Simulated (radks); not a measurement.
Problem. The terbium ion Tb4+, [Xe] 4f7. Method: non-relativistic Kohn-Sham, exchange-only PBE, spin-polarised, spherical densities, point nucleus; computed with a radial shooting solver on a logarithmic mesh with Libxc functionals. Every spin shell is full or empty, so the densities are truly spherical. Functionals are evaluated on that one density, not self-consistently. Rank these exchange functionals by their error against the exact value of the orbitals, and give that value: LDA, B88, PBEsol, PW91, PW86, OPTX, AM05, G96, APBE, SCAN, Tao-Mo.

Solution. Exact: -241.346 hartree. From best to worst, with 100 (|E| - |E exact|)/|E exact| (equal figures are ties): PW91 +0.10, B88 +0.13, SCAN +0.16, PW86 -0.22, APBE +0.36, G96 +0.50, Tao-Mo -0.75, OPTX +1.67, PBEsol -1.93, AM05 -3.95, LDA -4.21.
